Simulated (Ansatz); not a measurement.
`[OH][GeH2][CH2][SiH](O)F` and `O[Si@H](F)C[Si@H](O)F` differ in one atom or group.

Ansatz, PBE0-D4/def2-TZVP geometries, multiplicity 1. Each molecule was computed in one conformer, which needn't be the lowest.

Scalar relativity is left out up to krypton.

```csv
property,`[OH][GeH2][CH2][SiH](O)F`
HOMO–LUMO gap (ωB97M-V/def2-TZVPP) / eV,12.25
HOMO–LUMO gap (B3LYP/def2-TZVPP) / eV,7.89
size of the dipole moment (PBE/def2-TZVPP) / D,3.28
LUMO energy (PBE0/def2-TZVPP) / eV,-0.15
HOMO energy (PBE/def2-TZVPP) / eV,-7.13
HOMO energy (PBE0/def2-TZVPP) / eV,-8.53
```

(1) Give the same properties after the change, and the shifts. (An estimate is asked.)

## Answers

(1) The calculation gave: 
```tsv
property	`O[Si@H](F)C[Si@H](O)F`	shift
HOMO–LUMO gap (ωB97M-V/def2-TZVPP) / eV	12.79	0.54
HOMO–LUMO gap (B3LYP/def2-TZVPP) / eV	8.52	0.63
size of the dipole moment (PBE/def2-TZVPP) / D	1.85	-1.43
LUMO energy (PBE0/def2-TZVPP) / eV	0.21	0.36
HOMO energy (PBE/def2-TZVPP) / eV	-7.45	-0.32
HOMO energy (PBE0/def2-TZVPP) / eV	-8.87	-0.34
```

With PBE0 the HOMO falls by 0.34 eV and the LUMO rises by 0.36 eV, so the gap widens by about 0.70 eV. PBE moves the HOMO by -0.32 eV and ωB97M-V by -0.35 eV. Dipoles are sizes alone; their direction can turn.

B3LYP here is the variant with VWN-RPA as its local correlation; programs differ in this.
